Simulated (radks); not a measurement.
Values are calculated unless marked as measured or tabulated.
Ionisation of neutral praseodymium, [Xe] 4f3 6s2, to [Xe] 4f3 6s1 as the strength of local exchange is varied. Level of theory: scalar-relativistic Kohn-Sham, Slater X-alpha exchange (alpha = 2/3 is LDA exchange), no correlation, spin-polarised, spherical densities, point nucleus; open shells are filled with parallel spins first (spin-orbit coupling, left out, can overturn this in heavy ions) (a radial shooting solver on a logarithmic mesh with Libxc functionals).

| alpha | E(Pr) (hartree) | exchange (hartree) | IE (eV) | -e of the level emptied (eV) | <r> of it (bohr) |
|---|---|---|---|---|---|
| 0.667 | -9225.0199 | -203.3569 | 4.579 | 2.680 (6s) | 4.666 |
| 0.75 | -9250.4424 | -229.3063 | 4.893 | 3.010 (6s) | 4.557 |
| 0.835 | -9276.5512 | -256.0204 | 5.235 | 3.373 (6s) | 4.446 |
| 0.881 | -9290.7116 | -270.5365 | 5.426 | 3.578 (6s) | 4.387 |
| 0.96 | -9315.0807 | -295.5634 | 5.766 | 3.943 (6s) | 4.290 |

NIST Atomic Spectra Database: 5.470 eV (semi-empirical). The Delta-SCF value meets it near alpha = 0.89. Open shells are spherical and high-spin; term and fine-structure splittings are not resolved. Spin-orbit splitting is averaged out at the scalar-relativistic level.
